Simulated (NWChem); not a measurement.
Total energies of hydrogen bromide (HBr)

```
Br
H 1 1.4224
```
Charge 0, spin multiplicity 1.

All runs are NWChem calculations. The geometry was optimised at PBE0/def2-SVP, a minimum by its harmonic frequencies.

Basis set: def2-TZVP (54 functions).

```tsv
method	total energy (Ha)	relative cost
RHF	-2573.00077	1
MP2	-2573.28478	under 3
B2PLYP	-2574.37172	under 3
PBE	-2574.36773	under 3
B3LYP	-2574.78887	under 3
BHandHLYP	-2574.74786	under 3
CCSD(T)	-2573.30390	10
```

Total energies of different functionals aren't comparable as a measure of quality: only differences taken within one method are. Relative cost: rough, from shared machines, SCF included, RHF = 1.

The Hamiltonian is non-relativistic. The correlated methods keep 9 core orbitals frozen. B3LYP has NWChem's definition, with VWN1-RPA local correlation. Coupled-cluster values serve here as a point of comparison, not as the truth.
